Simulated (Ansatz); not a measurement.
Ansatz (an electronic-structure program) input (B3LYP-D3(BJ)/def2-TZVP):

Ansatz 0.2 input:
```yaml
crystal:
  periodic: [false, false, false]
  atoms:
    - {symbol: Ga, position_ang: [0.09623604, 0.05469339, 0.00729146]}
    - {symbol: I, position_ang: [-0.28805486, 2.29105856, -1.88220649]}
    - {symbol: I, position_ang: [0.22610247, -2.26507797, 1.82906372]}
basis:
  gaussian:
    orbitals: def2-TZVP
hamiltonian:
  xc: b3lyp
  dispersion: d3bj
total_charge: -1
relax: {f_tol: 0.002, max_steps: 150}
```

End of the output:

```
the calculation of the forces begins
reference -68592.14395035 eV, -2520.7147967502 hartree; 41, 41 occupied and 107, 107 virtual orbitals, 1225 factors
relax step  12: F+E_penalty+E_count = -68592.36606056 eV  Δ(F+E_penalty+E_count) = -6.040e-6 eV  max|allowed force component| = 1.749e-4 eV/Å  Δτ_max = 0.0016 Å  (32 SCF iters, accepted)
integrals: 0.08 GiB planned
1225 factors; their error is unknown
mean field: 0.73 GiB planned
mean field evaluation 128: about -68592.1437 eV, gradient 9.2e-6 eV
mean field -68592.14373894 eV, -2520.7147889813 hartree, gradient 9.2e-6 eV, S^2 0.000000; 1 other end points of the search recorded, 0 dependent functions left out
the calculation of the forces begins
reference -68592.14395035 eV, -2520.7147967502 hartree; 41, 41 occupied and 107, 107 virtual orbitals, 1225 factors
Total energy: -68592.36627196 eV, -2520.7229669189 hartree
Atom 0 at     1.097134     0.384044     0.272789 Å, force     0.000149     0.000049     0.000039 eV/Å
Atom 1 at    -0.725327     1.566822    -1.559140 Å, force    -0.000057    -0.000175     0.000103 eV/Å
Atom 2 at    -0.337524    -1.870192     1.240500 Å, force    -0.000091     0.000126    -0.000142 eV/Å
Dipole moment:     0.330750     0.108803     0.087759 e Å
```
